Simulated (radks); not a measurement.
Problem. Os3+, configuration [Kr] 4d10 4f14 5s2 5p4 5d5 5f2 (not the ground configuration). All-electron calculation, Dirac Kohn-Sham, LDA (Slater exchange, Perdew-Wang correlation), spin-unpolarised, spherical densities, point nucleus; open shells fill j = l - 1/2 first. Program: a radial shooting solver on a logarithmic mesh with Libxc functionals. Some entries of the table are withheld. Estimate them.

orbital  occ.  eigenvalue (Ry)  <1/r> (bohr^-1)
1s1/2       2        -5421.294            90.45
2s1/2       2        -946.5997            22.09
2p1/2       2        -906.6505            22.05
2p3/2       4        -794.2051            18.31
3s1/2       2        -223.0056            8.107
3p1/2       2        -205.1142            8.024
3p3/2       4        -180.5973            7.051
3d3/2       4        -150.5577            6.950
3d5/2       6        -145.2427            6.724
4s1/2       2        -49.86005            3.420
4p1/2       2        -42.35630            3.310
4p3/2       4        -36.57953            2.970
4d3/2       4        -24.24944              (1)
4d5/2       6        -23.17881              (2)
5s1/2       2        -10.16364            1.376
5p1/2       2         -7.78094            1.258
4f5/2       6              (3)            2.268
4f7/2       8              (4)            2.237
5p3/2       2         -6.80279            1.143
5d3/2       4         -3.51422              (5)
5d5/2       1         -3.39794              (6)
6s1/2       0         -2.75415           0.5679
6p1/2       0         -2.14614           0.4962
6p3/2       0         -1.97995           0.4607
6d3/2       0         -1.21904           0.3428
6d5/2       0         -1.19942           0.3376
5f5/2       2         -1.03585              (7)
5f7/2       0         -1.03177              (8)
6f5/2       0         -0.56027           0.2136
6f7/2       0         -0.55822           0.2125

Solution. 
(1) 4d3/2 <1/r> (bohr^-1): 2.762
(2) 4d5/2 <1/r> (bohr^-1): 2.682
(3) 4f5/2 eigenvalue (Ry): -7.53648
(4) 4f7/2 eigenvalue (Ry): -7.32823
(5) 5d3/2 <1/r> (bohr^-1): 0.8875
(6) 5d5/2 <1/r> (bohr^-1): 0.8636
(7) 5f5/2 <1/r> (bohr^-1): 0.3809
(8) 5f7/2 <1/r> (bohr^-1): 0.3783
